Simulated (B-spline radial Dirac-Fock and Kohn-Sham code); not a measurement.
**What relativity does to the binding energies of Zr⁵⁺**

System: the Zr⁵⁺ ion, configuration [Ar] 3d10 4s2 4p5.

Both columns are ΔSCF binding energies of the configuration average from a radial atomic solver: non-relativistic Hartree-Fock with a point nucleus, and Dirac-Fock with a finite nucleus and the Coulomb interaction alone, averaged over the two j levels with weights 2j+1.

```
shell  Hartree-Fock (eV)  Dirac-Fock (eV)  shift (eV)  shift (%)
   1s            17719.6          18121.0     +401.44      +2.27
   2s             2525.9           2619.5      +93.54      +3.70
   3s              492.9            510.1      +17.21      +3.49
   3d              259.6            256.3       -3.32      -1.28
   4s              121.5            124.2       +2.69      +2.22
   4p              96.15            96.58       +0.43      +0.45
```

Relativity binds 1s, 2s, 3s, 4s, 4p more strongly, among those listed most of all 2s in relative terms, and 3d more weakly, because the contracted s and p shells screen the nucleus better.

Values without a named source are computed, but for edge energies of neutral atoms, which are taken from tables.
